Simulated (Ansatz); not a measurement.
Ga(OCMe2)H3 (C3H9GaO), relaxed as a singlet with RKS r2SCAN-D4/def2-SVP in Ansatz, starting from the GFN2-xTB geometry. Force threshold 0.02 eV/Å.

Another isomer (singlet) lies 1.08 eV lower at PBE0-D4/def2-TZVP; other spin states weren't run for this one.

Start:

Cartesian coordinates in Å:
```
C -0.202 0.317 0.450
C -0.775 1.137 1.558
C -0.293 -1.156 0.548
Ga 1.086 -0.030 -2.147
O 0.328 0.860 -0.519
H -1.831 0.903 1.676
H -0.277 0.883 2.493
H -0.654 2.199 1.356
H 0.719 -1.565 0.468
H -0.817 -1.518 -0.343
H -0.782 -1.499 1.454
H -0.211 -0.769 -2.586
H 2.138 -0.933 -1.443
H 1.571 1.172 -2.965
```

| step | energy (eV) | largest force component (eV/Å) | SCF passes |
| --- | --- | --- | --- |
| 1 | -57668.7827 | 0.520 | 18 |
| 2 | -57668.8405 | 0.391 | 21 |
| 3 | -57668.8549 | 0.157 | 21 |
| 4 | -57668.8560 | 0.106 | 21 |
| 5 | -57668.8563 | 0.056 | 21 |
| 6 | -57668.8564 | 0.009 | 21 |

Force components are those of the run's own axes.

End:

```xyz
14

C    -0.2267    0.3224    0.4633
C    -0.7718    1.1561    1.5780
C    -0.3122   -1.1665    0.5586
Ga    1.1202   -0.0529   -2.2092
O     0.2828    0.8737   -0.5154
H    -1.8418    0.9283    1.7192
H    -0.2714    0.8822    2.5220
H    -0.6341    2.2240    1.3693
H     0.7062   -1.5844    0.4806
H    -0.8498   -1.5444   -0.3279
H    -0.7980   -1.5131    1.4795
H    -0.1784   -0.8246   -2.6759
H     2.2004   -0.9287   -1.4577
H     1.5746    1.2280   -2.9844
```

By distances, no bond broke or formed. The bond that changes most is Ga4–O5, from 2.00 to 2.10 Å (atoms count from 1).

No frequencies were taken in this run, so the end may be a saddle point.

It took 14 s on 4 threads of Arm Neoverse V2 on a shared host.
